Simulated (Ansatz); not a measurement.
Si4⁻. Charge -1, multiplicity 2. Geometry B3LYP-D4/def2-TZVPD; atoms count from 1.

```tsv
atom	x (Å)	y (Å)	z (Å)
Si1	-1.031	2.843	1.163
Si2	0.351	-0.967	-0.396
Si3	-0.348	0.967	0.399
Si4	1.028	-2.843	-1.166
```

The charge -1 doublet is spin-contaminated (final ⟨S²⟩ up to 0.85, 0.75 for a pure state). Another isomer (doublet) lies 2.59 eV lower at PBE0-D4/def2-TZVPD; other spin states weren't run for this one.

Problem. Estimate the Mulliken populations from the PBE0/def2-TZVPD orbitals of Ansatz.

Solution. 
```json
{"atom": "Si1", "charge (e)": "-0.42", "spin (α − β)": "0.51"}
{"atom": "Si2", "charge (e)": "-0.08", "spin (α − β)": "-0.01"}
{"atom": "Si3", "charge (e)": "-0.08", "spin (α − β)": "-0.01"}
{"atom": "Si4", "charge (e)": "-0.42", "spin (α − β)": "0.51"}
```
Mulliken values and Mayer orders depend strongly on the basis. With diffuse functions, as here, like atoms can get unlike values, and bond orders can come out too low or too high.

Problem. Where does the spin sit?

Solution. Summed by element: Si 1.00, of 1 unpaired in all. Largest on single atoms: Si1 0.51, Si4 0.51, Si3 -0.01.

Problem. And the Mayer bond orders between bonded heavy atoms (over 0.3)?

Solution. Si1–Si3 1.61 (2.14 Å); Si2–Si3 1.95 (2.20 Å); Si2–Si4 1.61 (2.14 Å). Values over 0.3 also appear between atoms too far apart for a bond (Si1–Si2 0.40 at 4.34 Å; Si3–Si4 0.40 at 4.34 Å); they arise where an orbital or an unpaired electron spreads over both atoms.
